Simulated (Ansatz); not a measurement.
Program: Ansatz. Geometries: PBE0-D4/def2-TZVP. ΔE: electronic, gas phase. CCSD(T)/CBS adds triple-zeta CCSD(T) − MP2 to the extrapolated MP2 energy (def2 sets, frozen cores). Functionals use def2-TZVPP. For Ge outer-core shells are correlated without core-valence functions, which leaves a few kJ/mol of doubt a bond. Scalar relativity is left out up to krypton. Each species was taken in one conformer, which may not be the lowest.

`[SiH3][SiH2][SiH2][GeH2][SiH2][GeH3]` + `[SiH3][GeH3]` → `[GeH3][SiH2][GeH2][SiH2][GeH3]` + `[SiH3][SiH2][SiH3]`  (formal exchange of groups at a Ge–Si bond)

`[SiH3][SiH2][SiH2][GeH2][SiH2][GeH3]`:

Z-matrix (Å, degrees):
```
Si
Si 1 2.340
H 1 1.487 2 111.0
H 1 1.488 2 110.0 3 120.1
H 1 1.487 2 109.8 3 -120.2
Si 2 2.340 1 112.6 3 63.4
H 2 1.491 1 109.6 3 -58.3
H 2 1.491 1 108.0 3 -175.6
Ge 6 2.382 2 111.1 1 -80.2
H 6 1.489 2 109.5 1 40.4
H 6 1.490 2 109.8 1 158.8
Si 9 2.379 6 110.9 2 54.0
H 9 1.541 6 109.5 2 174.7
H 9 1.541 6 109.2 2 -67.5
Ge 12 2.379 9 109.5 6 52.0
H 12 1.488 9 109.0 6 -68.3
H 12 1.489 9 110.5 6 172.9
H 15 1.538 12 110.3 9 -49.0
H 15 1.538 12 111.8 9 -169.6
H 15 1.539 12 109.7 9 69.8
```

`[SiH3][GeH3]`:

```xyz
8

Si    1.189   -0.143   -0.080
Ge   -1.167    0.139    0.078
H     1.625   -0.014   -1.496
H     1.578   -1.487    0.422
H     1.883    0.892    0.732
H    -1.580    1.531   -0.430
H    -1.631    0.001    1.538
H    -1.897   -0.920   -0.764
```

`[GeH3][SiH2][GeH2][SiH2][GeH3]`:

```xyz
17

Ge    0.371    2.587    0.564
Si   -1.316    1.388   -0.607
Ge   -0.321   -0.373   -1.864
Si    1.138   -1.596   -0.434
Ge   -0.003   -2.159    1.576
H     1.385    3.184   -0.427
H    -0.227    3.731    1.400
H     1.128    1.638    1.509
H    -2.265    0.796    0.376
H    -2.076    2.312   -1.493
H    -1.408   -1.308   -2.426
H     0.464    0.213   -3.054
H     2.312   -0.742   -0.105
H     1.630   -2.831   -1.104
H     0.901   -2.951    2.536
H    -0.468   -0.879    2.290
H    -1.245   -3.011    1.261
```

`[SiH3][SiH2][SiH3]`:

Cartesian coordinates in Å:
```
Si -0.887 1.450 -0.960
Si 0.309 -0.549 -0.749
Si 0.661 -1.048 1.508
H -1.124 1.789 -2.389
H -0.127 2.560 -0.325
H -2.201 1.325 -0.274
H 1.621 -0.422 -1.444
H -0.452 -1.657 -1.393
H -0.648 -1.185 2.203
H 1.426 0.053 2.154
H 1.421 -2.316 1.668
```

Problem. Is it downhill or uphill in electronic energy at CCSD(T)/CBS, and by how much? (Best estimate.)

Solution. Ansatz gave: Nearly level: ΔE = +2.3 kJ/mol.

Problem. What do these levels give: LDA (SPW92), r2SCAN-D4, CAM-B3LYP, RPA@PBE/def2-TZVPP, MP2/def2-TZVPP, SCS-MP2/def2-TZVPP? (Best estimate.)

Solution. Computed: LDA (SPW92) 4.0, r2SCAN-D4 1.7, CAM-B3LYP -1.7, RPA@PBE/def2-TZVPP 1.2, MP2/def2-TZVPP 1.7, SCS-MP2/def2-TZVPP 0.5 kJ/mol.

Largest T1 diagnostic among the species: 0.013.

The D4 term adds +6.5 kJ/mol with B3LYP and +4.2 kJ/mol with PBE0; it sums over pairs of atoms, weighted by their polarisabilities, and B3LYP, whose exchange is more repulsive, gets the larger term. In def2-TZVPP, CCSD(T) changes the Hartree–Fock value by +6.3 kJ/mol (the triples alone add +1.1 kJ/mol) and MP2 by +6.4 kJ/mol. Leaving LDA and LC-ωPBE aside and taking each functional with its dispersion term where it has one, the values, not all of them listed here, spread over 4.7 kJ/mol, from B2PLYP to BLYP-D4. LDA lies +5.2 kJ/mol from PBE without D4.

B3LYP here is the variant with VWN-RPA as its local correlation; programs differ in this.
